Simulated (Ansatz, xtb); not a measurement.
## C7H4N2: which of two isomers lies lower

Structure I is `C#Cc1cnc(C#C)[nH]1`, a singlet and structure II is `C#Cc1nc[nH]c1C#C`, a singlet. Both are isolated molecules in the gas phase, relaxed with B3LYP-D3(BJ)/def2-SVP.

I (Å):

```xyz
13

C    -1.2547    1.0329    2.2085
C    -0.9854    0.5668    1.1193
C    -0.6723    0.0251   -0.1483
C    -0.7081    0.5694   -1.4332
C    -0.0282   -1.4522   -1.6799
C     0.4288   -2.6861   -2.2156
C     0.8198   -3.7505   -2.6476
N    -0.3128   -0.3432   -2.3553
N    -0.2334   -1.2705   -0.3353
H    -1.4942    1.4504    3.1683
H    -1.0057    1.5813   -1.7025
H     1.1656   -4.6868   -3.0439
H    -0.0901   -1.9601    0.3928
```

II (Å):

```xyz
13

C    -1.3789   -3.7792   -0.7827
C    -1.2491   -2.5807   -0.9212
C    -1.0779   -1.1778   -1.0714
C    -1.4735    0.8445   -1.6776
C    -0.0189   -0.4081   -0.5683
C     1.1214   -0.7566    0.1868
C     2.1027   -1.0578    0.8369
N    -1.9610   -0.3713   -1.7534
N    -0.3044    0.8824   -0.9752
H    -1.4993   -4.8391   -0.6634
H    -1.9214    1.7391   -2.1104
H     0.2670    1.6948   -0.7757
H     2.9670   -1.3328    1.4113
```

Energies in hartree; the thermal terms are from GFN2-xTB frequencies at re-optimised GFN2-xTB minima (ideal gas, soft modes damped towards free rotors, one conformer each, 298.15 K, 1 atm) and include the zero-point energy:

```
                              I           II
E, CCSD(T)/def2-SVP  −377.171840  −377.172750
    E, MP2/def2-SVP  −377.086315  −377.087072
  E, MP2/def2-TZVPP  −377.762488  −377.763114
  zero-point energy     0.086369     0.086346
       H(298 K) − E     0.095575     0.095560
       G(298 K) − E     0.053524     0.053462
```

**Question.** Correct the CCSD(T) difference for the basis set by the MP2 change, then work out ΔE, ΔE₀, ΔH and ΔG for I → II in kJ/mol (1 Eh = 2625.50 kJ/mol) and the equilibrium ratio [II]/[I].

**Answer.** 1. Differences II − I: CCSD(T) −0.000910, MP2 in the small set −0.000757, MP2 in the large set −0.000626 Eh.
2. ΔE = −0.000910 + (−0.000626 − (−0.000757)) = −0.000779 Eh = −2.05 kJ/mol.
3. ΔE₀ = ΔE + ΔZPE = −0.000779 + (−0.000023) Eh = −2.11 kJ/mol.
4. ΔH = ΔE + (−0.000015) Eh = −2.08 kJ/mol.
5. ΔG = ΔE + (−0.000062) Eh = −2.21 kJ/mol, so ΔS = (ΔH − ΔG)/T = +0.4 J/(mol K).
6. kT = 0.9442 mEh, so K = [II]/[I] = exp(−ΔG/kT) = exp(+0.89) ≈ 2.4.

The two are too close for this level to say which is favoured. An error of 4 kJ/mol in ΔG would change K by a factor of 5. Mirror images and further conformers aren't counted.

As drawn, both hold the same kinds of bond in the same numbers.

Other levels gave ΔE = +2.9 (GFN2-xTB); −1.3 (HF/STO-3G, GFN2-xTB geometries); +0.4 (r2SCAN-D4/def2-SVP, GFN2-xTB geometries); −0.2 (B3LYP-D3(BJ)/def2-SVP); −2.2 (HF/def2-SVP); −2.0 (MP2/def2-SVP); −2.4 (CCSD(T)/def2-SVP) kJ/mol. The correlated steps freeze 9 core orbitals. Programs: Ansatz 0.2.0, xtb 6.7.1.
